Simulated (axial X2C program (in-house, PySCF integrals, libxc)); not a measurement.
## Potential curves of AsSe, without spin–orbit coupling

All values were computed with an in-house relativistic program for diatomic molecules. Spin-free means the one-electron spin-free X2C Hamiltonian. Basis: Se dyall-cv3z [8s9p6d4f1g], As dyall-cv3z [9s9p6d4f1g] (cores contracted in-house); Gaussian nuclei, density fitting, unrestricted open shells. Masses: Se 79.917 u, As 74.922 u.

State: M_S = 1/2, Λ = 1 (beyond evenly filled blocks: π+α). Energies in kJ/mol from the fragments at the same level (Se + As). Fits are polynomials in 1 − R0/R over 0.85 to 1.23 times the lowest point R0.

```csv
R (Å),CCSD(T),PBE0,r2SCAN0,CCSD
1.8644,,-194.32,-177.91,
1.9501,-227.92,-273.17,-254.09,-205.35
2.0144,-264.50,-306.69,-285.64,-240.70
2.0787,-282.88,-323.72,-300.77,-258.15
2.1430,-288.20,-328.08,-303.40,-262.81
2.2180,-282.45,-321.27,-294.95,-256.98
2.2930,-268.00,-305.38,-278.33,-243.36
2.3894,-242.37,-277.39,-251.03,-219.86
2.5073,,-239.80,-214.67,
2.6787,,-186.76,-162.29,
```

Correlated methods: 11 electrons correlated (number of frozen shells: Se 3 s, 2 p, 1 d; As 3 s, 2 p, 1 d), 247 virtual spin orbitals or spinors in MP2, 90 natural virtuals in coupled cluster.

The state is one determinant whose occupation by symmetry is held fixed; it was picked as the lowest of a PBE0 search that is not exhaustive. Dissociation energies refer to the lowest single-determinant-based atoms at the same level and basis. CCSD and (T) use frozen natural virtuals with an MP2 correction for the truncation; (T) itself is uncorrected, so its De runs slightly low. The functionals have no current-density term, which raises determinants with orbital currents, atoms included. The determinant is spin-polarised beyond a pure state at some levels (its spin-free form has ⟨S²⟩ too high), which makes Re and μ there less reliable. The T1 diagnostic is large, a sign of multireference character. Spin-free De lacks the spin–orbit lowering of the heavy p-block atom, a tenth of an eV or more for 4p and 5p, up to an eV for 6p and one to two eV for 7p atoms, less what an open-shell molecule gains itself. Coupled cluster ran on the points near the minimum only. MP2 and coupled cluster on one determinant become unreliable at the stretched end.

Question: Fit the CCSD(T) curve near its minimum: give the equilibrium distance, the harmonic wavenumber and the well depth.

Answer: At CCSD(T), spin-free: Re = 2.143 Å, ωe ≈ 410 cm⁻¹, De = 2.99 eV to Se + As; Be follows as 0.0949 cm⁻¹.

Question: Fit the PBE0 curve near its minimum: give the equilibrium distance, the harmonic wavenumber and the well depth.

Answer: At PBE0, spin-free: Re = 2.137 Å, ωe ≈ 416 cm⁻¹, De = 3.40 eV to Se + As; Be follows as 0.0955 cm⁻¹.

Question: What are Re, ωe and De at the r2SCAN0 level?

Answer: At r2SCAN0, spin-free: Re = 2.126 Å, ωe ≈ 422 cm⁻¹, De = 3.15 eV to Se + As; Be follows as 0.0965 cm⁻¹.

Question: Fit the CCSD curve near its minimum: give the equilibrium distance, the harmonic wavenumber and the well depth.

Answer: At CCSD, spin-free: Re = 2.140 Å, ωe ≈ 401 cm⁻¹, De = 2.72 eV to Se + As; Be follows as 0.0952 cm⁻¹.
